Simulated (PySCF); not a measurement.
## What an electron can do to HBr

CCSD(T) in PySCF with def2-TZVPPD on every atom, for the lowest determinant that a PBE0 search found; no spin–orbit coupling.

```
species  state (unpaired electrons)  Re (Å)  ωe (cm⁻¹)  energy of the minimum from the neutral (eV)  De (eV)  dissociates to
    HBr      singlet (closed shell)   1.415       2676                                         0.00     4.02          H + Br
   HBr⁺               doublet (π ↑)   1.448       2474                                        11.66     4.00         H + Br⁺
```

Problem. Work out the lowest energy to break HBr into atoms, from its vibrational ground state.

Solution. D0 = De − ωe/2 = 4.02 − 0.17 = 3.85 eV (CCSD(T)/def2-TZVPPD).

Problem. Work out the ionisation energy of the Br atom at this level and the threshold of dissociative ionisation.

Solution. IE(Br) = 11.66 + 4.00 − 4.02 = 11.64 eV, so H + Br⁺ + e⁻ appears at D0 + IE(Br) = 15.49 eV (CCSD(T)/def2-TZVPPD). The measured IE(Br) is 11.814 eV (NIST ASD).

These are thermodynamic thresholds; the onsets seen under electron impact lie higher where the geometry changes, and cross-sections peak well above them.

Correlated steps freeze 9 core orbitals. For an ion De counts to the pair picked by the measured ionisation energies or electron affinities, which need not be the lowest pair at this level. Where the molecule has an RHF reference, its open-shell atoms are computed with UHF. States were picked by a PBE0 search and need not be the measured ground states.
